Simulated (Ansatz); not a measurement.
Basis-set extrapolation for FH₄OSi₂, SMILES `F[SiH2]O[SiH2]` radical (PBE0-D4/def2-TZVP geometry, frozen core, the Gaussian-basis code of Ansatz). Multiplicity 2, UHF reference.

|  | def2-TZVPP | def2-QZVPP |
| --- | --- | --- |
| HF | -754.726318 | -754.754377 |
| MP2 correlation | -0.703754 | -0.764946 |
| CCSD(T) correlation | -0.758913 | not run |

Energies in hartree. Use E(X) = E(∞) + A·exp(−7.88·√X) for Hartree–Fock and E(X) = E(∞) + B·X^(−2.97) for correlation, with X = 3 and 4, and add CCSD(T) minus MP2 of the smaller set to the MP2 limit.

What is the CCSD(T) energy at the basis-set limit?

HF limit: -754.754377 + (-0.028059) × 0.13774 = -754.75824. MP2 limit: -0.764946 + (-0.061192) × 0.74074 = -0.81027. Higher-order term: -0.758913 − (-0.703754) = -0.05516. Total: -755.62367 hartree, 86.9 kcal/mol below CCSD(T)/def2-TZVPP.
